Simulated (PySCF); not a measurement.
An unknown gives this computed stick spectrum. Method: TDDFT PBE0/def2-SVPD, vertical, gas phase, core orbitals frozen in the response in PySCF. Geometries: GFN2-xTB, one conformer each.

```csv
state,ν̃ (cm⁻¹),f,"main configurations (H = HOMO, L = LUMO)"
S1,39180,0.0004,H-1→L (99%)
S2,44560,0.655,H→L (95%)
S3,52170,0.0091,H→L+1 (93%)
S4,54170,0.025,"H→L+2 (81%), H→L+3 (9%)"
S5,56580,0.017,"H→L+3 (61%), H→L+4 (17%), H→L+2 (14%)"
S6,57120,0.091,"H→L+4 (54%), H→L+3 (22%), H-1→L+1 (13%)"
```

Problem. Which candidate is it? All have the formula C6H10FN.
A. `[H]/N=C1\CCCC[C@@H]1F`
B. `CCC1=NC[C@H](F)C1`
C. `C/C=N/C=C(/F)CC`

Solution. C. Its S1, at 4.86 eV, is the lowest among the candidates; the nearest of the others has S1 at 5.15 eV. S1 is HOMO-1→LUMO (99%). Löwdin shares by element: HOMO carbon 63% or more, nitrogen 13% (atoms not listed hold the other 25%); LUMO carbon 55% or more, nitrogen 20% (atoms not listed hold the other 25%). At the same level the other candidates give, for their lowest levels:
- `[H]/N=C1\CCCC[C@@H]1F`: 5.15 eV (f 0.001); 7.00 eV (f 0.020); 7.37 eV (f 0.034); 7.41 eV (f 0.062); 7.52 eV (f 0.030); T1 4.34 eV; HOMO -7.41, LUMO -0.29 eV
- `CCC1=NC[C@H](F)C1`: 5.59 eV (f 0.001); 6.88 eV (f 0.014); 7.43 eV (f 0.039); 7.56 eV (f 0.022); 7.64 eV (f 0.156); T1 4.76 eV; HOMO -7.40, LUMO 0.13 eV

The values belong to the conformer `[CH3:1]/[CH:2]=[N:3]/[CH:4]=[C:5](/[F:6])[CH2:7][CH3:8]`: C2–N3–C4–C5 180°, C4–C5–C7–C8 114°.
Triplets come from the Tamm–Dancoff approximation.
